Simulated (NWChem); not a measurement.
Molecule: C₂H₄ClFSi; SMILES C(=C)[Si@@H](Cl)F

```xyz
9

C     -0.6047     2.3963    -0.4633
C     -0.9251     1.3090     0.2484
Si     0.2883    -0.0580     0.5146
F      1.6410     0.3261    -0.2931
Cl    -0.4366    -1.8237    -0.2554
H     -1.3167     3.2124    -0.6287
H      0.3864     2.5134    -0.9145
H     -1.9307     1.2273     0.6800
H      0.6575    -0.3036     1.9290
```
Atoms are numbered in this order, from 1.

Program: NWChem. Geometry: optimised at PBE0/def2-SVP.

Task: Order these runs by computing time, cheapest first, and give rough ratios: B3LYP/def2-SVP; B3LYP/pcseg-2; B3LYP/STO-3G.

Result: B3LYP/STO-3G (1), B3LYP/def2-SVP (3), B3LYP/pcseg-2 (20). Ratios are rough, from one shared machine; the cheapest took roughly 2.3 core-seconds. What differs between the cheapest and the dearest: highest occupied level (eV) -5.84 → -8.32; orbital gap (eV) 8.01 → 6.96; dipole (D) 2.69 → 2.26.
